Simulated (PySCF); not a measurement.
A structure optimised at r2SCAN-D4/def2-TZVP, used in a PySCF frequency run:

```
N
H 1 1.0099
H 1 1.0099 2 112.63
Te 1 1.9647 2 117.00 3 139.86
F 4 1.9383 1 100.86 2 -69.05
```

Task: Write its SMILES, formula and point group.

Result: N[Te]F, FH2NTe, Cs

Task: What are its rotational constants (standard atomic weights)?

Result: 10.866, 6.2004, 4.0375 GHz
